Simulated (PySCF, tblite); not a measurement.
Compound: C3H13NO2Si3.
SMILES with atom numbers: `[CH3:1][O:2][CH2:3][C:4](=[O:5])[SiH2:6][N:7]([SiH3:8])[SiH3:9]` (hydrogens: H10, H11, H12 on C1; H13, H14 on C3; H15, H16 on Si6; H17, H18, H19 on Si8; H20, H21, H22 on Si9)

Structure used (GFN2-xTB), in Å, numbered top down from 1:
```xyz
22
C3H13NO2Si3 angstrom
C      3.2738    0.7250   -0.2905
O      2.7342   -0.3525    0.4385
C      2.1159   -1.3203   -0.3737
C      0.6623   -0.9870   -0.6022
O      0.0178   -1.4819   -1.4988
Si    -0.0909    0.1803    0.7046
N     -1.7537    0.2592    0.2630
Si    -2.4870   -0.8022   -0.9509
Si    -2.7791    1.4009    1.0926
H      4.0827    0.3842   -0.9479
H      2.5129    1.2276   -0.8958
H      3.6732    1.4222    0.4430
H      2.6610   -1.4761   -1.3143
H      2.1340   -2.2597    0.1918
H      0.1393   -0.4333    2.0164
H      0.5254    1.5050    0.6158
H     -2.1552   -0.3317   -2.2901
H     -2.2332   -2.1983   -0.6148
H     -3.9292   -0.5761   -0.7534
H     -3.4517    2.2439    0.1048
H     -3.7533    0.6813    1.9132
H     -1.9095    2.2090    1.9463
```

Level of theory: PBE0/pcSseg-1 in PySCF (dipole) on a GFN2-xTB geometry, gas phase.

Take the most abundant isotopes and a rigid rotor. The values belong to one conformer with, in the numbering `[CH3:1][O:2][CH2:3][C:4](=[O:5])[SiH2:6][N:7]([SiH3:8])[SiH3:9]`, C1–O2–C3–C4 -89°, O2–C3–C4–O5 162°, C3–C4–Si6–N7 -175°, C4–Si6–N7–Si8 10°.

Question: Give the principal moments of inertia and the rotational constants in MHz.

Answer: Ia = 298.32, Ib = 880.54, Ic = 1106.98 u·Å²; 505379 MHz·u·Å²/I gives A = 1694, B = 573.9, C = 456.5 MHz.

Question: What kind of rotor is it?

Answer: An asymmetric top: κ = (2 × 573.9 − 1694 − 456.5)/(1694 − 456.5) = -0.81.

Question: What does the inertial defect say?

Answer: Not planar: Δ = Ic − Ia − Ib = -71.88 u·Å². For a rigid frame Δ = −2 Σ m c², so Σ m c² = 35.94 u·Å² lies off the ab plane: 16.78 from hydrogen and 19.16 from heavier atoms. The atom farthest from that plane is 1.71 Å away.

Question: Predict some low-J microwave lines.

Answer: The dipole components are |μa| = 2.50 D, |μb| = 1.08 D, |μc| = 0.55 D. Intensities carry the squares of the components, which stand as 1.00 : 0.19 : 0.05 (a : b : c). Some lines, for components of 0.1 D or more:

| type | branch | J(Ka,Kc) | MHz | lower level (cm⁻¹) |
| --- | --- | --- | --- | --- |
| a | Q | 2(1,1) ← 2(1,2) | 352 | 0.137 |
| b | R | 2(0,2) ← 1(1,1) | 932 | 0.072 |
| c | Q | 2(1,2) ← 2(0,2) | 1011 | 0.103 |
| a | R | 1(0,1) ← 0(0,0) | 1030 | 0.000 |
| b | R | 1(1,1) ← 0(0,0) | 2151 | 0.000 |
| a | R | 2(1,1) ← 1(1,0) | 2178 | 0.076 |
| b | Q | 2(2,0) ← 2(1,1) | 3369 | 0.148 |
| c | R | 2(1,1) ← 1(0,1) | 3416 | 0.034 |
| b | Q | 2(2,1) ← 2(1,2) | 3713 | 0.137 |
| b | R | 2(2,1) ← 1(1,0) | 5539 | 0.076 |
| c | R | 2(2,0) ← 1(1,0) | 5548 | 0.076 |
| c | R | 2(2,1) ← 1(1,1) | 5656 | 0.072 |
| b | R | 2(2,0) ← 1(1,1) | 5665 | 0.072 |

Question: Estimate the classical rotational partition function at 10 K, 200 K and 500 K.

Answer: Point group C1, symmetry number σ = 1; q = (√π/σ)·√((kT/h)³/(ABC)), k/h = 20836.6 MHz/K: 8000 at 10 K, 716000 at 200 K, 2830000 at 500 K.

Its GFN2-xTB frequencies are all real (lowest 20 cm⁻¹). These are rigid-rotor constants of the computed structure; measured ground-state constants (B0) also hold zero-point vibration. A rigid rotor knows nothing of internal rotation, which can split or shift real lines. Quadrupole hyperfine structure (14N) is left out.
